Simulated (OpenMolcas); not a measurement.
Multiconfigurational calculation on Ir6+

Ir6+ among 3 point charges of -2.5 e arranged as a planar triangle (D3h), 1.83 Å from the ion.

Input:

```
&GATEWAY
Coord
1

Ir 0.0 0.0 0.0
Basis=ANO-RCC-VDZP
Group=NoSym
NoMove
AngMom=0.0 0.0 0.0
AMFI
XField
3 Angstrom 0
1.830000 0.000000 0.000000 -2.500000
-0.915000 1.584826 0.000000 -2.500000
-0.915000 -1.584826 0.000000 -2.500000
&SEWARD
&RASSCF
FileOrb=start.orb
Symmetry=1
Spin=4
nActEl=3 0 0
Inactive=34
Ras2=5
CIRoot=10 10 1
SDav=10
CIMx=300
Iter=120 100
PrWF=0.3
OrbListing=Nothing
MaxOrb=0
>>> COPY $Project.JobIph JOB001
&RASSCF
FileOrb=start.orb
Symmetry=1
Spin=2
nActEl=3 0 0
Inactive=34
Ras2=5
CIRoot=40 40 1
SDav=40
CIMx=300
Iter=120 100
PrWF=0.3
OrbListing=Nothing
MaxOrb=0
>>> COPY $Project.JobIph JOB002
&RASSI
NrOfJobIphs=2 10 40
1 2 3 4 5 6 7 8 9 10
1 2 3 4 5 6 7 8 9 10 11 12 13 14 15 16 17 18 19 20 21 22 23 24 25 26 27
28 29 30 31 32 33 34 35 36 37 38 39 40
IphNames
JOB001
JOB002
EJob
SpinOrbit
DIPRint=1.0
SOCoupling=1000.0
Subsets=2
Property=9
'ANGMOM' 1 'ANGMOM' 2 'ANGMOM' 3 'MLTPL  1' 1 'MLTPL  1' 2 'MLTPL  1' 3
'AMFI' 1 'AMFI' 2 'AMFI' 3
SOProperty=3
'ANGMOM' 1 'ANGMOM' 2 'ANGMOM' 3
```

Launched by
```bash
OMP_NUM_THREADS=1 MOLCAS_MEM=1689 MOLCAS_PROJECT=a pymolcas a.inp > a.log  # once for each step of the input, in one work folder
```

A driver script runs the steps one by one and writes start.orb anew before each from the orbitals found so far.

Output, cut to the results:

```
--- SEWARD ---
Basis set label: IR.ANO-RCC...7S6P4D2F.

      Electronic valence basis set:
      ------------------
      Associated Effective Charge  77.000000 au
      Associated Actual Charge     77.000000 au
      Nuclear Model: Point charge

      Shell  nPrim  nBasis  Cartesian Spherical Contaminant
         s      24       7        X
         p      21       6        X
         d      15       4                 X
         f      11       2                 X
                  Relativistic Douglas-Kroll-Hess integrals:
                    - DKH order of Hamiltonian: 2
                    - DKH order of Properties : 0
                  Atomic mean-field integrals
--- RASSCF ---
Wave function specifications:
      -----------------------------

      Number of closed shell electrons          68
      Number of electrons in active shells       3
      Max number of holes in RAS1 space          0
      Max nr of electrons in RAS3 space          0
      Number of inactive orbitals               34
      Number of active orbitals                  5
      Number of secondary orbitals              20
      Spin quantum number                      1.5
      State symmetry                             1
Orbital specifications:
      -----------------------

      Symmetry species                           1
                                                 a
      Frozen orbitals                            0
      Inactive orbitals                         34
      Active orbitals                            5
      RAS1 orbitals                              0
      RAS2 orbitals                              5
      RAS3 orbitals                              0
      Secondary orbitals                        20
      Deleted orbitals                           0
      Number of basis functions                 59
      Number of CSFs                            10
      Number of root(s) required                10
      Iter CI   SX   CI       RASSCF       Energy    max ROT     max BLB   max BLB  Level Ln srch  Step   QN
          iter iter root      energy       change     param      element    value   shift minimum  type update
 Nr of preliminary CI iterations:   1
      Total energies have been shifted. Add               -17000.00 au
        1   1    9    0  -814.89250751    0.00E+00   2.70E-01*  33  43 1  5.17E-01*  0.00   0.00    SX    NO
        2   1    8    0  -815.49777800   -6.05E-01* -4.68E-02   27  56 1 -1.24E-01*  0.00   0.00    SX    NO
        3   1    8    0  -815.51599134   -1.82E-02*  7.30E-03   27  56 1  2.70E-02*  0.00   0.00    SX    NO
        4   1    8    0  -815.51670086   -7.10E-04*  3.32E-03   27  56 1 -9.04E-03*  0.00   0.00    SX    NO
        5   1    7    0  -815.51678831   -8.74E-05*  9.76E-04   27  56 1  3.26E-03*  0.00   0.73    QN   YES
        6   1    5    0  -815.51680220   -1.39E-05* -2.67E-05   33  35 1 -4.42E-05   0.00   1.01    QN   YES
        7   1    4    0  -815.51680220   -2.96E-09  -7.32E-06   32  39 1  9.84E-06   0.00   1.02    QN   YES
      Convergence after  7 iterations
        8   1    4    0  -815.51680220   -1.42E-10  -7.32E-06   17  46 1 -1.01E-06   0.00   1.02    QN   YES
      Natural orbitals and occupation numbers for root  1
      sym 1:   0.032703   0.967297   1.000000   0.967297   0.032703
      Natural orbitals and occupation numbers for root  2
      sym 1:   0.500000   0.500000   1.000000   0.500000   0.500000
      Natural orbitals and occupation numbers for root  3
      sym 1:   0.499999   0.500001   1.000000   0.499999   0.500001
::    RASSCF root number  1 Total energy: -17815.60293872
::    RASSCF root number  2 Total energy: -17815.56200206
::    RASSCF root number  3 Total energy: -17815.56188980
::    RASSCF root number  4 Total energy: -17815.54355550
::    RASSCF root number  5 Total energy: -17815.54355550
::    RASSCF root number  6 Total energy: -17815.54280457
::    RASSCF root number  7 Total energy: -17815.54280454
::    RASSCF root number  8 Total energy: -17815.45485609
::    RASSCF root number  9 Total energy: -17815.40680763
::    RASSCF root number 10 Total energy: -17815.40680763
--- RASSCF ---
Wave function specifications:
      -----------------------------

      Number of closed shell electrons          68
      Number of electrons in active shells       3
      Max number of holes in RAS1 space          0
      Max nr of electrons in RAS3 space          0
      Number of inactive orbitals               34
...
--- RASSI ---
SPIN-FREE ENERGIES:
  (Shifted by EMIN (a.u.) =     -17815.6029387194)

 SF State       Relative EMIN(au)   Rel lowest level(eV)    D:o, cm**(-1)      L_eff

     1             0.0000000000        0.0000000000              0.0000         1.9
     2             0.0409366628        1.1139433437           8984.5590         3.0
     3             0.0410489167        1.1169979280           9009.1959         3.0
     4             0.0593832179        1.6158996801          13033.1099         2.7
     5             0.0593832208        1.6158997585          13033.1105         2.7
     6             0.0601341541        1.6363336950          13197.9213         3.0
     7             0.0601341747        1.6363342557          13197.9258         3.0
    11             0.0681643945        1.8548476668          14960.3554         4.6
    12             0.0717330070        1.9519545612          15743.5753         4.4
    13             0.0717330093        1.9519546220          15743.5758         4.4
    14             0.0787847523        2.1438423257          17291.2545         3.5
    15             0.0787847532        2.1438423509          17291.2547         3.5
    16             0.0873368186        2.3765559042          19168.2161         2.8
    17             0.0873368205        2.3765559565          19168.2165         2.8
    18             0.0964936193        2.6257251463          21177.9015         3.7
    19             0.1127913114        3.0692079387          24754.8315         4.3
    20             0.1127913299        3.0692084418          24754.8355         4.3
    21             0.1218111214        3.3146494730          26734.4510         4.2
    22             0.1218158917        3.3147792787          26735.4979         4.2
    23             0.1277632303        3.4766146090          28040.7879         2.9
    24             0.1277632314        3.4766146382          28040.7881         2.9
...
```

Spin-orbit levels above the lowest (labels of D3, the rotations of D3h):

```json
{"E (cm-1)": "0.0", "Degeneracy": "2", "Label": "E3/2", "2S+1": "4 (70 %)", "g": "0.00 0.00 3.11"}
{"E (cm-1)": "3511", "Degeneracy": "2", "Label": "E1/2", "2S+1": "4", "g": "1.41 1.41 1.49"}
{"E (cm-1)": "5656", "Degeneracy": "2", "Label": "E3/2", "2S+1": "4", "g": "0.00 0.00 2.93"}
{"E (cm-1)": "10614", "Degeneracy": "2", "Label": "E1/2", "2S+1": "4 (90 %)", "g": "0.01 0.01 4.59"}
{"E (cm-1)": "10788", "Degeneracy": "2", "Label": "E1/2", "2S+1": "4 (77 %)", "g": "0.43 1.23 1.23"}
{"E (cm-1)": "15046", "Degeneracy": "2", "Label": "E1/2", "2S+1": "4 (75 %)", "g": "1.60 1.60 2.55"}
{"E (cm-1)": "15428", "Degeneracy": "2", "Label": "E3/2", "2S+1": "4 (83 %)", "g": "0.00 0.00 2.63"}
{"E (cm-1)": "16361", "Degeneracy": "2", "Label": "E1/2", "2S+1": "2 (68 %)", "g": "0.26 0.26 0.82"}
{"E (cm-1)": "17461", "Degeneracy": "2", "Label": "E1/2", "2S+1": "4 (90 %)", "g": "0.01 0.01 8.00"}
{"E (cm-1)": "18346", "Degeneracy": "2", "Label": "E3/2", "2S+1": "2 (75 %)", "g": "0.00 0.00 3.35"}
{"E (cm-1)": "18659", "Degeneracy": "2", "Label": "E1/2", "2S+1": "4 (74 %)", "g": "0.01 0.01 6.03"}
{"E (cm-1)": "22040", "Degeneracy": "2", "Label": "E1/2", "2S+1": "2 (51 %)", "g": "0.01 0.01 6.44"}
{"E (cm-1)": "22073", "Degeneracy": "2", "Label": "E1/2", "2S+1": "4 (55 %)", "g": "0.64 2.92 2.92"}
{"E (cm-1)": "22717", "Degeneracy": "2", "Label": "E3/2", "2S+1": "2 (66 %)", "g": "0.00 0.00 2.87"}
{"E (cm-1)": "23059", "Degeneracy": "2", "Label": "E3/2", "2S+1": "4 (85 %)", "g": "0.00 0.00 11.67"}
{"E (cm-1)": "24704", "Degeneracy": "2", "Label": "E1/2", "2S+1": "4 (72 %)", "g": "0.01 0.01 9.25"}
{"E (cm-1)": "26443", "Degeneracy": "2", "Label": "E1/2", "2S+1": "2 (68 %)", "g": "0.96 4.72 4.72"}
{"E (cm-1)": "26857", "Degeneracy": "2", "Label": "E3/2", "2S+1": "4 (53 %)", "g": "0.00 0.00 3.38"}
{"E (cm-1)": "28391", "Degeneracy": "2", "Label": "E1/2", "2S+1": "2 (90 %)", "g": "0.75 2.42 2.42"}
{"E (cm-1)": "28522", "Degeneracy": "2", "Label": "E1/2", "2S+1": "2 (56 %)", "g": "0.01 0.01 5.88"}
```

Spin-orbit coupling mixes the spin-free states strongly: the lowest level takes only 30 % from its leading state, 4A2. Without dynamic correlation the repulsion within the d shell is too large (B by tens of per cent), so at a given field states of lower spin stand too high. This is an electrostatic model: the charges have no orbitals. No measured value stands beside these numbers.
